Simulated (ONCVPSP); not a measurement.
**nitrogen (N): one change to an ONCV potential, before and after**

* Element: N (Z = 7)
* Generator: ONCVPSP 4.0.1
* Type: optimised norm-conserving Vanderbilt (ONCV)
* Functional: PW91
* Relativity: non-relativistic
* Frozen core: [He]
* Valence charge: 5
* Reference configuration: 2s2 2p3
* Partial waves: 2s: rc 0.70 bohr, ncon 4, nbas 8, qcut 7.8 1/bohr, 3 projectors, debl 2.5 Ha; 2p: rc 1.40 bohr, ncon 4, nbas 7, qcut 10.2 1/bohr, 2 projectors, debl 0.6 Ha; d scattering state at 0.33 Ha: rc 1.55 bohr, ncon 4, nbas 8, qcut 7.3 1/bohr, 2 projectors, debl 3 Ha
* Local potential: polynomial inside 0.70 bohr (lpopt 5, dvloc0 6 Ha)
* Core correction: Teter function, fcfact 3.5, rcfact 1.15

Change: s: qcut 5.6; p: qcut 7.3; d: qcut 5.2.

Cutoffs: the cutoffs (Ha) at which the residual kinetic energy of the hardest occupied pseudo-wave falls to 1 and 0.1 mHa per electron; they do not see the model core or the augmentation charge, which bear on the density cutoff. Errors are all-electron minus pseudo energies relative to the spin-unpolarised reference configuration.

**Question.** How do hardness, ghosts and transferability respond?

**Answer.** The potential gets softer (93 Ha and 338 Ha → 62 Ha and 228 Ha); both files keep a bound ghost (s); of the 3 tests that both files solve, the error grows in 3 and shrinks in 0 by more than 15 % and 0.3 meV (median size 96.1 → 152.1 meV).

```csv
quantity,base,changed
"cutoff, loose",93 Ha,62 Ha
"cutoff, tight",338 Ha,228 Ha
loose cutoff by channel,"s 93 Ha, p 32 Ha","s 62 Ha, p 24 Ha"
bound ghosts,s,s
GHOST(+) flags under 300 eV,none,none
tests with a reliable result,3 of 4,3 of 4
"error for 2s2 2p2, meV [ΔE 13.68 eV]",+9.9,+17
"error for 2s2 2p1, meV [ΔE 42.64 eV]",+96,+152
"error for 2s2 2p0, meV [ΔE 89.83 eV]",+457,+675
s: phases at 0.71 bohr within 0.05 rad from the reference energy up to (Ha; the scan ends near 5),to the end of the scan,to the end of the scan
p: phases at 1.42 bohr within 0.05 rad from the reference energy up to (Ha; the scan ends near 5),to the end of the scan,to the end of the scan
d: phases at 1.57 bohr within 0.05 rad from the reference energy up to (Ha; the scan ends near 5),to the end of the scan,to the end of the scan
"rms error of d²Exc/dni dnj with the model core, mHa",1.99,2.02
```

 A true bound ghost makes a file unfit for plane-wave use even where its test errors are small: the radial tests pick states by their node count and pass the ghost by.
